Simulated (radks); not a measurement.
Results of a calculation; reference values are marked as such.
Valence configurations of Tc (all share [Kr]). Level of theory: Dirac Kohn-Sham, LDA (Slater exchange, Perdew-Wang correlation), spin-unpolarised, spherical densities, point nucleus; open shells are shared between the two j in proportion to 2j + 1 (a radial shooting solver on a logarithmic mesh with Libxc functionals). Energies are relative to 4d5 5s2; eigenvalues in eV.

| valence | E (eV) | e(4d3/2) | e(4d5/2) | e(5p1/2) | e(5p3/2) | e(5s1/2) |
|---|---|---|---|---|---|---|
| 4d6 5s1 | -0.872 | -4.822 | -4.561 | - | - | -4.425 |
| 4d6.5 5s0.5 | -0.854 | -3.897 | -3.648 | - | - | -4.045 |
| 4d5.5 5s1.5 | -0.600 | -5.856 | -5.581 | - | - | -4.832 |
| 4d7 | -0.588 | -3.090 | -2.853 | - | - | - |
| 4d5 5s2 | 0.000 | -6.985 | -6.697 | - | - | -5.259 |
| 4d5 5s1.5 5p0.5 | 1.890 | -7.692 | -7.401 | -2.017 | -1.865 | -5.747 |
| 4d4.5 5s2 5p0.5 | 2.965 | -8.892 | -8.587 | -2.232 | -2.061 | -6.168 |
| 4d5 5s1 5p1 | 3.833 | -8.349 | -8.056 | -2.354 | -2.191 | -6.187 |
| 4d4 5s2 5p1 | 6.603 | -10.803 | -10.482 | -2.774 | -2.572 | -7.015 |
| 4d3 5s2 5p2 | 16.007 | -14.663 | -14.310 | -3.767 | -3.502 | -8.590 |

NIST lists [Kr] 4d5 5s2 as the ground configuration; this level of theory puts 4d6 5s1 lower, by 0.872 eV. The energies are those of spherical spin-averaged densities, not of single terms.
